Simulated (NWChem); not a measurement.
# NbNHF3; SMILES [NH]=[Nb]([F])([F])[F]

Results from NWChem. Medium grid unless said otherwise, to which SCAN and Minnesota functionals are sensitive. All runs use the structure optimised with PBE0/def2-SVP. def2 effective core potentials on Nb; no spin-orbit coupling. B3LYP is NWChem's, with the RPA form of VWN correlation.

Problem. Among these, which level gives the lowest value of “dipole (D)”?
A) PW6B95/def2-SVP
B) B97-D/def2-SVP
C) PBE/def2-SVP
D) B3LYP/def2-SVP

Solution. C, PBE/def2-SVP. Values: PBE/def2-SVP 1.12; B97-D/def2-SVP 1.21; B3LYP/def2-SVP 1.25; PW6B95/def2-SVP 1.32
